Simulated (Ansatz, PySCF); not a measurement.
Spin states of H3O3V (SMILES [OH][V]([OH])[OH]), each relaxed with B3LYP-D3(BJ)/def2-TZVP.
State 1 (charge 0, multiplicity 3):
| atom | x (Å) | y (Å) | z (Å) |
|---|---|---|---|
| V | 0.0506 | -0.1005 | -0.3030 |
| O | -1.4800 | -1.0086 | -0.1686 |
| H | -1.8148 | -1.8486 | 0.1500 |
| O | 0.1542 | 1.5071 | -1.1144 |
| H | -0.2603 | 2.3471 | -0.9010 |
| O | 1.5279 | -0.5639 | 0.6293 |
| H | 1.7205 | -0.4082 | 1.5585 |
State 2 (charge 0, multiplicity 1):
```xyz
7

V     -0.014    -0.011    -0.022
O     -1.206    -1.299     0.049
H     -2.075    -1.578    -0.245
O     -0.345     1.441    -0.953
H      0.001     2.293    -1.222
O      1.508    -0.175     0.839
H      2.028    -0.746     1.405
```

Singlets are restricted, other states unrestricted; no spin–orbit coupling, no relativity up to Kr; see below for the cores. The largest T1 diagnostic is 0.064.

Correlated levels freeze the inner cores; with def2 sets outer-core shells near the valence are correlated too.

Run with Ansatz (a quantum-chemistry and plane-wave program); PySCF for the dispersion terms. 

Task: One of these levels gives 70.3 kJ/mol for the energy of the multiplicity-1 state less that of the multiplicity-3 state. Which one is it?
(A) BLYP-D3(BJ)/def2-TZVPP
(B) CCSD(T)/def2-SVP
(C) r2SCAN/def2-TZVPP
(D) B3LYP/def2-TZVPP

Result: C, r2SCAN/def2-TZVPP. The others give 37.5 (BLYP-D3(BJ)/def2-TZVPP), 57.0 (B3LYP/def2-TZVPP), 49.3 (CCSD(T)/def2-SVP)

Doubts at one or more of the structures used: T1 above 0.05 (CCSD(T)/def2-SVP); a restricted determinant that unrestricted orbitals would lower (CCSD(T)/def2-SVP).
